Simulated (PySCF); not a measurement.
NICS in rings of unrelated molecules.

Definitions: NICS(0) = −σiso at the ring centroid; NICS(1) = −σiso and NICS(1)zz = −σzz at ±1 Å along the ring normal z. Level: GIAO PBE0/pcSseg-1 (PySCF, non-relativistic, gas phase) on the PBE0-D3(BJ)/def2-SVP geometries, one conformer each. Atom numbers follow the mapped SMILES.

Question: Order these rings by mean NICS(1)zz, lowest (most negative) first (ppm).
A. ring N2–C3–C4–C5–C6–C9 in `[BH3-:1][n+:2]1[cH:3][cH:4][cH:5][c:6]([CH2:7][CH3:8])[cH:9]1`
B. ring C4–C5–N6–C7–N8 in `[CH2:1]=[CH:2][CH2:3][c:4]1[cH:5][n:6][cH:7][n:8]1[SiH3:9]`
C. ring C2–C3–C4–C5–C6–B7 in `[CH3:1][C@@H:2]1[CH2:3][CH2:4][CH2:5][CH2:6][B:7]1[C:8]#[N:9]`
D. ring C2–C3–C4–C5–N9–C10 in `[CH3:1][c:2]1[cH:3][cH:4][c:5]([B:6]([OH:7])[OH:8])[n:9][cH:10]1`
E. ring N4–B5–C6–C7–C8–C9 in `[CH3:1][CH:2]([CH3:3])[N:4]1[BH:5][CH:6]=[CH:7][CH:8]=[CH:9]1`

Answer: B (-28.7), D (-27.5), A (-26.1), E (-20.3), C (3.1).

| SMILES | ring | NICS(0) | NICS(1) | NICS(1)zz | HOMA | rms pucker (Å) | ring atoms with four or more neighbours |
| --- | --- | --- | --- | --- | --- | --- | --- |
| C=CCc1cncn1[SiH3] | 5-membered ring with 2 N; formal bonds all aromatic | -11.8 | -10.9 | -28.7 | 0.86 | 0.00 | 0 |
| Cc1ccc(B(O)O)nc1 | 6-membered ring with N; formal bonds all aromatic | -6.9 | -11.1 | -27.5 | 0.98 | 0.00 | 0 |
| [BH3-][n+]1cccc(CC)c1 | 6-membered ring with N; formal bonds all aromatic | -7.9 | -10.7 | -26.1 | 0.99 | 0.00 | 0 |
| CC(C)N1BC=CC=C1 | 6-membered ring with B and N; formal bonds 2 double, 4 single | -5.9 | -8.1 | -20.3 | – | 0.00 | 0 |
| C[C@@H]1CCCCB1C#N | 6-membered ring with B; formal bonds all single | 1.4 | -1.2 | 3.1 | – | 0.20 | 5 |

NICS(0) gives another order. The isotropic NICS(1) gives another order. HOMA uses Krygowski's 1993 parameters; it is left out where a ring has a four-coordinate atom, a triple bond, no multiple bond or a kind of bond without parameters. NICS(1) and NICS(1)zz are means over the two faces.
